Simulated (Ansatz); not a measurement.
Cost and result for the atomization energy of CHFO2Sn (6 atoms, 4 bonds).

```csv
atom,x (Å),y (Å),z (Å)
O1,1.900,1.257,-0.492
C2,1.218,0.787,0.303
O3,0.558,0.317,1.141
Sn4,-1.803,-0.648,0.309
F5,-1.056,0.372,-1.198
H6,-0.816,-2.086,-0.062
```

Charge 0, multiplicity 1. Correlated methods include outer-core shells of Sn, which these sets cover unevenly. Sn: def2 effective core potential. The bonds changed during the relaxation, so this is another structure than the one it started from. The geometry is a stationary point of PBE0-D4/def2-TZVP. Program: Ansatz. All runs use 2 threads of an Arm Neoverse V2 on a shared host. Times are those of one run each, without the atoms' runs, and a repeat can differ threefold. Electronic energies, without spin–orbit coupling; frozen cores. CCSD(T)/CBS adds CCSD(T) − MP2 in def2-TZVPP to the MP2 limit, and its time is that of the two runs behind it. T1 = 0.017. With those shells the extrapolation isn't a true limit. B3LYP takes the VWN-RPA correlation (the form of Gaussian; ORCA's B3LYP/G).

CCSD(T)/CBS is a level of theory with its own doubt, some kJ/mol a heavy atom from the limit and from the frozen cores, so smaller differences don't rank the functionals.

| level | functions | wall time | atomization (kJ/mol) | difference from CCSD(T)/CBS | per bond |
| --- | --- | --- | --- | --- | --- |
| BLYP-D4/def2-TZVPP | 188 | 2.6 s | 2485.5 | 60.7 | 15.2 |
| PBE-D4/def2-TZVPP (with forces) | 188 | 2.9 s | 2545.3 | 120.5 | 30.1 |
| CAM-B3LYP-D4/def2-TZVPP | 188 | 3.8 s | 2425.1 | 0.3 | 0.1 |
| B3LYP-D4/def2-TZVPP (with forces) | 188 | 4.7 s | 2415.3 | -9.5 | -2.4 |
| r2SCAN-D4/def2-TZVPP (with forces) | 188 | 5.5 s | 2437.0 | 12.2 | 3.0 |
| PBE-QIDH/def2-TZVPP | 188 | 7 s | 2364.1 | -60.7 | -15.2 |
| CCSD(T)/def2-SVP | 87 | 7.5 s | 2259.0 | -165.8 | -41.5 |
| B97M-V/def2-TZVPP | 188 | 9.5 s | 2450.2 | 25.4 | 6.4 |
| ωB97X-V/def2-TZVPP | 188 | 9.5 s | 2426.8 | 2.0 | 0.5 |
| ωB97M-V/def2-TZVPP (with forces) | 188 | 14 s | 2419.0 | -5.8 | -1.5 |
| MP2/def2-QZVPP | 340 | 18 s | 2508.6 | 83.8 | 20.9 |
| CCSD(T)/def2-TZVPP | 188 | 2.9 min | 2332.7 | -92.1 | -23.0 |
| CCSD(T)/CBS(def2) | – | 3.2 min | 2424.8 | 0.0 | 0.0 |

Leaving LDA and LC-ωPBE aside and taking each functional with its dispersion term where it has one, the values, not all of them listed here, spread over 303.8 kJ/mol, from BHLYP-D4 to PBE-D4. LDA lies +378.5 kJ/mol from PBE without D4, its usual overbinding. From PBE to PBE0 (25 % exact exchange), in def2-TZVPP and without D4, the atomization energy moves by −140.4 kJ/mol: exact exchange takes away binding that semilocal exchange gives to molecules. In def2-TZVPP, CCSD(T) changes the Hartree–Fock value by +801.6 kJ/mol (the triples alone add +71.1 kJ/mol) and MP2 by +921.7 kJ/mol; breaking electron pairs costs correlation energy, which Hartree–Fock lacks.

Spin–orbit coupling would lower the free Sn atoms strongly, and the atomization energy with them, by more than many differences here. For some Ge, Se and Sn compounds the MP2-based and the directly extrapolated limit differ by 10 to 25 kJ/mol.
